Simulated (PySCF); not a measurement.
Input of a response calculation (the driver script's job line, then coordinates in Å):

```
{"job": {"kind": "uv", "xc": "CAM-B3LYP", "basis": "def2-SVPD", "nstates": 8, "ntriplets": 3}, "charge": 0, "multiplicity": 1}
F     -0.891329    -1.363183    -0.005208
Al     0.002684     0.001139    -0.005720
F      1.631338    -0.090502    -0.000755
F     -0.732460     1.457320    -0.011171
```

The program printed, after the SCF cycles:

```
converged SCF energy = -541.8379155344

Static polarisability (au): isotropic 20.189, principal 18.643 20.960 20.963

Singlet excitations
state   eV       nm        f      main configurations
  1   8.6247    143.8   0.00000   H->L 0.95
  2   9.1095    136.1   0.00000   H-1->L 0.94
  3   9.1104    136.1   0.00000   H-2->L 0.94
  4   9.4308    131.5   0.07827   H-3->L 0.92
  5   9.4314    131.5   0.07828   H-4->L 0.92
  6   9.9322    124.8   0.18119   H-5->L 0.95
  7  10.0895    122.9   0.00000   H->L+1 0.98
  8  10.3551    119.7   0.01609   H-6->L 0.79, H-1->L+1 0.12

Triplet excitations (Tamm-Dancoff, eV): 8.3719 8.8076 8.8084
```

Computed, not measured: TDDFT CAM-B3LYP/def2-SVPD, vertical, gas phase, core orbitals frozen in the response in PySCF. Geometry: GFN2-xTB; no solvent, vibrations or thermal averaging.

Problem. What is the total energy of state 1 at this geometry?

Solution. -541.83792 + 0.31695 = -541.52097 hartree.

Problem. How many basis functions and electrons does this run hold?

Solution. 93 basis functions for 40 electrons in 20 doubly occupied orbitals.

Problem. Which orbital energies lie behind H and L?

Solution. HOMO -13.51 eV and LUMO -0.99 eV, a gap of 12.52 eV; state 1 differs from that by -3.90 eV.

Problem. Give the energy of state 1 in hartree, cm⁻¹ and kJ/mol.

Solution. 0.31695 hartree, 69563 cm⁻¹, 832.2 kJ/mol.

Problem. Give the mean polarisability in Å³.

Solution. 20.19 au × 0.148185 = 2.99 Å³.

Problem. Which species is it?

Solution. aluminum fluoride (`[F][Al]([F])[F]`) (AlF3), point group D3h.

H and L stand for HOMO and LUMO.
